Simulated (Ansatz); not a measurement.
Consider the ligand exchange at the Sn–C bond: `C[CH](C)[Sn][OH]` + silanol → `[OH][Sn][O][SiH3]` + propane.

Gas-phase electronic energies from Ansatz, PBE0-D4/def2-TZVP geometries. CCSD(T)/CBS adds triple-zeta CCSD(T) − MP2 to the extrapolated MP2 energy (def2 sets, frozen cores). DFT in def2-TZVPP. B3LYP here is the variant with VWN-RPA as its local correlation; programs differ in this. Elements past krypton have def2 core potentials. For Sn outer-core shells are correlated without core-valence functions, which leaves a few kJ/mol of doubt a bond. One conformer a species, not always the lowest.

```json
{"level": "B3LYP-D4", "ΔE (eV)": "-1.52"}
{"level": "PBE0", "ΔE (eV)": "-1.46"}
{"level": "CCSD(T)/def2-SVP", "ΔE (eV)": "-1.50"}
{"level": "HF/def2-TZVPP", "ΔE (eV)": "-1.68"}
```

(1) What does CCSD(T)/CBS give? (Best estimate.)

Largest T1 diagnostic among the species: 0.016.

Answers

(1) The calculation gave: -1.47 eV. The listed levels differ from it by -0.05, 0.01, -0.03, -0.21 eV.

The D4 term adds +0.07 eV with B3LYP and +0.04 eV with PBE0; it sums over pairs of atoms, weighted by their polarisabilities, and B3LYP, whose exchange is more repulsive, gets the larger term. Leaving LDA and LC-ωPBE aside and taking each functional with its dispersion term where it has one, the values, not all of them listed here, spread over 0.22 eV, from B97M-V to revPBE-D4. LDA lies +0.07 eV from PBE without D4. In def2-TZVPP, CCSD(T) changes the Hartree–Fock value by +0.26 eV (the triples alone add +0.03 eV) and MP2 by +0.26 eV.
